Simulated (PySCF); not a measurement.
Radial density of Kr³⁺ (krypton, charge +3)

UHF, [Ar] 3d10 4s2 4p3, high-spin 4S determinant. All numbers are calculated (PySCF 2.14, a scalar-relativistic core potential, in cc-pVDZ-PP with ECP10MDF (4s3p2d, 23 functions)). This is the valence pseudo-density: the core potential removes the inner electrons and smooths the orbitals near the nucleus.

| r (bohr) | 4πr²ρ (e/bohr) | 4πr²(ρα − ρβ) |
| --- | --- | --- |
| 0.000619 | 5.620e-05 | 0.0000 |
| 0.00104 | 0.0001587 | 0.0000 |
| 0.00175 | 0.0004471 | 0.0000 |
| 0.00295 | 0.001249 | 0.0000 |
| 0.00495 | 0.003412 | 0.0000 |
| 0.00833 | 0.008780 | 0.0000 |
| 0.0140 | 0.01961 | 0.0000 |
| 0.0236 | 0.03495 | 0.0001 |
| 0.0397 | 0.06016 | 0.0002 |
| 0.0667 | 0.2003 | 0.0008 |
| 0.112 | 1.448 | 0.0048 |
| 0.189 | 8.292 | 0.0584 |
| 0.317 | 28.20 | 0.3951 |
| 0.534 | 32.48 | 0.1928 |
| 0.898 | 8.824 | 0.6584 |
| 1.51 | 4.181 | 2.3007 |
| 2.54 | 0.7555 | 0.5549 |
| 4.27 | 0.01131 | 0.0092 |

Energies and moments cover only the electrons outside the core potential.
